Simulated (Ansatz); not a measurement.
Ansatz (a first-principles code) input for C3H9O3Si, SMILES [Si](OC)(OC)OC, multiplicity 2, PBE0-D3(BJ)/def2-SVP. 

Ansatz 0.2 input:
```yaml
crystal:
  periodic: [false, false, false]
  atoms:
    - {symbol: C, position_ang: [-0.64878665, 2.55826940, -0.31517812]}
    - {symbol: O, position_ang: [0.24012100, 1.49931820, -0.12254305]}
    - {symbol: Si, position_ang: [-0.06986577, 0.01260200, 0.47380660]}
    - {symbol: O, position_ang: [1.19329902, -0.94522086, 0.08677008]}
    - {symbol: C, position_ang: [2.55506065, -0.68753308, 0.25316266]}
    - {symbol: O, position_ang: [-1.38227781, -0.56486382, -0.30528358]}
    - {symbol: C, position_ang: [-1.84466567, -1.88070717, -0.36054698]}
    - {symbol: H, position_ang: [-1.58439132, 2.20873963, -0.75391634]}
    - {symbol: H, position_ang: [-0.86408296, 3.05088953, 0.63642527]}
    - {symbol: H, position_ang: [-0.17189869, 3.27091529, -0.98948660]}
    - {symbol: H, position_ang: [2.83943255, -0.80694871, 1.30192778]}
    - {symbol: H, position_ang: [3.10402701, -1.40951526, -0.35333596]}
    - {symbol: H, position_ang: [2.80327651, 0.32509225, -0.06860500]}
    - {symbol: H, position_ang: [-2.56381593, -1.94383607, -1.17843844]}
    - {symbol: H, position_ang: [-1.02369783, -2.57634203, -0.54029515]}
    - {symbol: H, position_ang: [-2.33951642, -2.14946558, 0.57625876]}
basis:
  gaussian:
    orbitals: def2-SVP
hamiltonian:
  xc: pbe0
  dispersion: d3bj
magnetization: {spin_polarized: true, initial_magnetization: 1}
relax: {f_tol: 0.002, max_steps: 200}
```

It prints:

```
Functional definition: PBE0
integrals: 0.13 GiB planned
1577 factors; integrals over basis functions are off by at most 3.1e-4 eV
mean field: 1.59 GiB planned
mean field evaluation 1: about -17244.1587 eV, gradient 4.9e1 eV
mean field evaluation 2: about -17235.7409 eV, gradient 6.9e1 eV
mean field evaluation 4: about -17254.0639 eV, gradient 2.2e0 eV
mean field evaluation 8: about -17254.1170 eV, gradient 8.2e-2 eV
mean field evaluation 16: about -17254.1171 eV, gradient 1.4e-4 eV
mean field -17254.11709810 eV, -634.0771080946 hartree, gradient 3.5e-5 eV, S^2 0.751578; 0 other end points of the search recorded, 0 dependent functions left out
the calculation of the forces begins
reference -17254.11713170 eV, -634.0771093294 hartree; 33, 32 occupied and 114, 115 virtual orbitals, 1577 factors
relax step   1: F+E_penalty+E_count = -17254.39945889 eV  Δ(F+E_penalty+E_count) = +0.000e0 eV  max|allowed force component| = 8.142e-1 eV/Å  Δτ_max = 0.0000 Å  (29 SCF iters, accepted)
these checks for a lower state are left out or cut short: starts, cluster_reference, orbital_swaps, neighbouring_geometries, increment
integrals: 0.13 GiB planned
1577 factors; integrals over basis functions are off by at most 3.2e-4 eV
mean field: 1.59 GiB planned
mean field -17254.17262404 eV, -634.0791486350 hartree, gradient 1.0e-5 eV, S^2 0.751627; 0 other end points of the search recorded, 0 dependent functions left out
the calculation of the forces begins
reference -17254.17265775 eV, -634.0791498740 hartree; 33, 32 occupied and 114, 115 virtual orbitals, 1577 factors
relax step   2: F+E_penalty+E_count = -17254.45355533 eV  Δ(F+E_penalty+E_count) = -5.410e-2 eV  max|allowed force component| = 5.352e-1 eV/Å  Δτ_max = 0.0331 Å  (31 SCF iters, accepted)
these checks for a lower state are left out or cut short: starts, cluster_reference, orbital_swaps, neighbouring_geometries, increment
integrals: 0.13 GiB planned
1577 factors; integrals over basis functions are off by at most 3.2e-4 eV
mean field: 1.59 GiB planned
mean field evaluation 32: about -17254.1865 eV, gradient 1.0e-5 eV
mean field -17254.18648900 eV, -634.0796581631 hartree, gradient 1.0e-5 eV, S^2 0.751705; 0 other end points of the search recorded, 0 dependent functions left out
the calculation of the forces begins
reference -17254.18652271 eV, -634.0796594018 hartree; 33, 32 occupied and 114, 115 virtual orbitals, 1577 factors
relax step   3: F+E_penalty+E_count = -17254.46681254 eV  Δ(F+E_penalty+E_count) = -1.326e-2 eV  max|allowed force component| = 1.049e-1 eV/Å  Δτ_max = 0.0189 Å  (32 SCF iters, accepted)
these checks for a lower state are left out or cut short: starts, cluster_reference, orbital_swaps, neighbouring_geometries, increment
integrals: 0.13 GiB planned
1577 factors; integrals over basis functions are off by at most 3.2e-4 eV
mean field: 1.59 GiB planned
mean field -17254.18752646 eV, -634.0796962892 hartree, gradient 1.0e-5 eV, S^2 0.751718; 0 other end points of the search recorded, 0 dependent functions left out
the calculation of the forces begins
reference -17254.18756013 eV, -634.0796975265 hartree; 33, 32 occupied and 114, 115 virtual orbitals, 1577 factors
relax step   4: F+E_penalty+E_count = -17254.46801882 eV  Δ(F+E_penalty+E_count) = -1.206e-3 eV  max|allowed force component| = 3.818e-2 eV/Å  Δτ_max = 0.0081 Å  (27 SCF iters, accepted)
these checks for a lower state are left out or cut short: starts, cluster_reference, orbital_swaps, neighbouring_geometries, increment
integrals: 0.13 GiB planned
1577 factors; integrals over basis functions are off by at most 3.2e-4 eV
mean field: 1.59 GiB planned
mean field -17254.18831256 eV, -634.0797251775 hartree, gradient 1.0e-5 eV, S^2 0.751724; 0 other end points of the search recorded, 0 dependent functions left out
the calculation of the forces begins
reference -17254.18834619 eV, -634.0797264135 hartree; 33, 32 occupied and 114, 115 virtual orbitals, 1577 factors
relax step   5: F+E_penalty+E_count = -17254.46915765 eV  Δ(F+E_penalty+E_count) = -1.139e-3 eV  max|allowed force component| = 4.755e-2 eV/Å  Δτ_max = 0.0208 Å  (31 SCF iters, accepted)
these checks for a lower state are left out or cut short: starts, cluster_reference, orbital_swaps, neighbouring_geometries, increment
integrals: 0.13 GiB planned
1577 factors; integrals over basis functions are off by at most 3.2e-4 eV
mean field: 1.59 GiB planned
mean field -17254.18860867 eV, -634.0797360596 hartree, gradient 9.9e-6 eV, S^2 0.751716; 0 other end points of the search recorded, 0 dependent functions left out
the calculation of the forces begins
reference -17254.18864234 eV, -634.0797372970 hartree; 33, 32 occupied and 114, 115 virtual orbitals, 1577 factors
relax step   6: F+E_penalty+E_count = -17254.46953806 eV  Δ(F+E_penalty+E_count) = -3.804e-4 eV  max|allowed force component| = 3.099e-3 eV/Å  Δτ_max = 0.0161 Å  (30 SCF iters, accepted)
these checks for a lower state are left out or cut short: starts, cluster_reference, orbital_swaps, neighbouring_geometries, increment
integrals: 0.13 GiB planned
1577 factors; integrals over basis functions are off by at most 3.2e-4 eV
mean field: 1.59 GiB planned
mean field -17254.18871345 eV, -634.0797399101 hartree, gradient 1.2e-5 eV, S^2 0.751713; 0 other end points of the search recorded, 0 dependent functions left out
the calculation of the forces begins
reference -17254.18874715 eV, -634.0797411487 hartree; 33, 32 occupied and 114, 115 virtual orbitals, 1577 factors
relax step   7: F+E_penalty+E_count = -17254.46965740 eV  Δ(F+E_penalty+E_count) = -1.193e-4 eV  max|allowed force component| = 1.141e-2 eV/Å  Δτ_max = 0.0151 Å  (25 SCF iters, accepted)
these checks for a lower state are left out or cut short: starts, cluster_reference, orbital_swaps, neighbouring_geometries, increment
integrals: 0.13 GiB planned
1577 factors; integrals over basis functions are off by at most 3.2e-4 eV
mean field: 1.59 GiB planned
mean field evaluation 64: about -17254.1889 eV, gradient 9.9e-6 eV
mean field -17254.18885848 eV, -634.0797452397 hartree, gradient 1.0e-5 eV, S^2 0.751711; 0 other end points of the search recorded, 0 dependent functions left out
the calculation of the forces begins
reference -17254.18889223 eV, -634.0797464801 hartree; 33, 32 occupied and 114, 115 virtual orbitals, 1577 factors
relax step   8: F+E_penalty+E_count = -17254.46976936 eV  Δ(F+E_penalty+E_count) = -1.120e-4 eV  max|allowed force component| = 1.908e-2 eV/Å  Δτ_max = 0.0211 Å  (30 SCF iters, accepted)
these checks for a lower state are left out or cut short: starts, cluster_reference, orbital_swaps, neighbouring_geometries, increment
integrals: 0.13 GiB planned
1577 factors; integrals over basis functions are off by at most 3.2e-4 eV
mean field: 1.59 GiB planned
mean field -17254.18904641 eV, -634.0797521463 hartree, gradient 9.9e-6 eV, S^2 0.751711; 0 other end points of the search recorded, 0 dependent functions left out
the calculation of the forces begins
reference -17254.18908022 eV, -634.0797533886 hartree; 33, 32 occupied and 114, 115 virtual orbitals, 1577 factors
relax step   9: F+E_penalty+E_count = -17254.46983565 eV  Δ(F+E_penalty+E_count) = -6.629e-5 eV  max|allowed force component| = 1.939e-2 eV/Å  Δτ_max = 0.0247 Å  (30 SCF iters, accepted)
these checks for a lower state are left out or cut short: starts, cluster_reference, orbital_swaps, neighbouring_geometries, increment
integrals: 0.13 GiB planned
1577 factors; integrals over basis functions are off by at most 3.1e-4 eV
mean field: 1.59 GiB planned
mean field -17254.18920840 eV, -634.0797580992 hartree, gradient 1.4e-5 eV, S^2 0.751711; 0 other end points of the search recorded, 0 dependent functions left out
the calculation of the forces begins
reference -17254.18924221 eV, -634.0797593418 hartree; 33, 32 occupied and 114, 115 virtual orbitals, 1577 factors
relax step  10: F+E_penalty+E_count = -17254.46989524 eV  Δ(F+E_penalty+E_count) = -5.959e-5 eV  max|allowed force component| = 1.266e-2 eV/Å  Δτ_max = 0.0049 Å  (25 SCF iters, accepted)
these checks for a lower state are left out or cut short: starts, cluster_reference, orbital_swaps, neighbouring_geometries, increment
integrals: 0.13 GiB planned
1577 factors; integrals over basis functions are off by at most 3.1e-4 eV
mean field: 1.59 GiB planned
mean field -17254.18927968 eV, -634.0797607189 hartree, gradient 1.5e-5 eV, S^2 0.751712; 0 other end points of the search recorded, 0 dependent functions left out
the calculation of the forces begins
reference -17254.18931350 eV, -634.0797619615 hartree; 33, 32 occupied and 114, 115 virtual orbitals, 1577 factors
relax step  11: F+E_penalty+E_count = -17254.46991839 eV  Δ(F+E_penalty+E_count) = -2.314e-5 eV  max|allowed force component| = 9.287e-3 eV/Å  Δτ_max = 0.0036 Å  (25 SCF iters, accepted)
these checks for a lower state are left out or cut short: starts, cluster_reference, orbital_swaps, neighbouring_geometries, increment
integrals: 0.13 GiB planned
1577 factors; integrals over basis functions are off by at most 3.1e-4 eV
mean field: 1.59 GiB planned
mean field -17254.18931619 eV, -634.0797620604 hartree, gradient 4.4e-5 eV, S^2 0.751711; 0 other end points of the search recorded, 0 dependent functions left out
the calculation of the forces begins
reference -17254.18935001 eV, -634.0797633032 hartree; 33, 32 occupied and 114, 115 virtual orbitals, 1577 factors
relax step  12: F+E_penalty+E_count = -17254.46992294 eV  Δ(F+E_penalty+E_count) = -4.557e-6 eV  max|allowed force component| = 4.384e-4 eV/Å  Δτ_max = 0.0017 Å  (23 SCF iters, accepted)
these checks for a lower state are left out or cut short: starts, cluster_reference, orbital_swaps, neighbouring_geometries, increment
integrals: 0.13 GiB planned
1577 factors; integrals over basis functions are off by at most 3.1e-4 eV
mean field: 1.59 GiB planned
mean field -17254.18935105 eV, -634.0797633414 hartree, gradient 8.8e-5 eV, S^2 0.751711; 0 other end points of the search recorded, 0 dependent functions left out
the calculation of the forces begins
reference -17254.18938487 eV, -634.0797645845 hartree; 33, 32 occupied and 114, 115 virtual orbitals, 1577 factors
relax step  13: F+E_penalty+E_count = -17254.46992432 eV  Δ(F+E_penalty+E_count) = -1.381e-6 eV  max|allowed force component| = 8.173e-4 eV/Å  Δτ_max = 0.0023 Å  (22 SCF iters, accepted)
integrals: 0.13 GiB planned
1577 factors; integrals over basis functions are off by at most 3.1e-4 eV
mean field: 1.59 GiB planned
mean field evaluation 96: about -17235.1228 eV, gradient 7.0e1 eV
mean field -17254.18935105 eV, -634.0797633414 hartree, gradient 8.8e-5 eV, S^2 0.751711; 1 other end points of the search recorded, 0 dependent functions left out
the calculation of the forces begins
reference -17254.18938487 eV, -634.0797645845 hartree; 33, 32 occupied and 114, 115 virtual orbitals, 1577 factors
Total energy: -17254.46995815 eV, -634.0900754622 hartree
Atom 0 at    -0.644654     2.573315    -0.312286 Å, force    -0.000118    -0.000583     0.000409 eV/Å
Atom 1 at     0.268047     1.520563    -0.154343 Å, force     0.000371     0.000388    -0.000500 eV/Å
Atom 2 at    -0.066564     0.014431     0.452831 Å, force    -0.000177    -0.000026     0.000817 eV/Å
Atom 3 at     1.203558    -0.975752     0.058650 Å, force     0.000312    -0.000443    -0.000496 eV/Å
Atom 4 at     2.563831    -0.700664     0.259202 Å, force    -0.000349     0.000351     0.000339 eV/Å
Atom 5 at    -1.407521    -0.555553    -0.338383 Å, force    -0.000394    -0.000033    -0.000587 eV/Å
Atom 6 at    -1.859469    -1.882841    -0.355592 Å, force     0.000363     0.000161     0.000444 eV/Å
Atom 7 at    -1.553197     2.248570    -0.847448 Å, force    -0.000115    -0.000051    -0.000103 eV/Å
Atom 8 at    -0.949195     3.002705     0.658950 Å, force    -0.000008     0.000135     0.000180 eV/Å
Atom 9 at    -0.161563     3.369773    -0.898149 Å, force     0.000152     0.000347    -0.000237 eV/Å
Atom 10 at     2.836377    -0.732518     1.329308 Å, force     0.000036    -0.000036     0.000113 eV/Å
Atom 11 at     3.156122    -1.466407    -0.264055 Å, force     0.000179    -0.000222    -0.000146 eV/Å
Atom 12 at     2.842908     0.289368    -0.139887 Å, force    -0.000030     0.000084    -0.000066 eV/Å
Atom 13 at    -2.661062    -1.969432    -1.104535 Å, force    -0.000244    -0.000029    -0.000239 eV/Å
Atom 14 at    -1.052399    -2.585052    -0.625503 Å, force     0.000117    -0.000035    -0.000055 eV/Å
Atom 15 at    -2.273002    -2.189112     0.621962 Å, force    -0.000095    -0.000008     0.000126 eV/Å
Dipole moment:    -0.015397     0.003055     0.103784 e Å
```

Self-consistency was reached.
